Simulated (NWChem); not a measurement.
Species: CH₃Li; SMILES [Li][CH3]

**Question.** Give the equilibrium geometry at PBE0-D3(BJ)/def2-TZVP (NWChem) as an XYZ file, with the point group.

**Answer.** point group C3v; any orientation.
```
5

Li     0.0000     0.0000    -1.5788
C      0.0000     0.0000     0.3835
H      0.7156     0.7156     0.8121
H      0.2619    -0.9775     0.8121
H     -0.9775     0.2619     0.8121
```
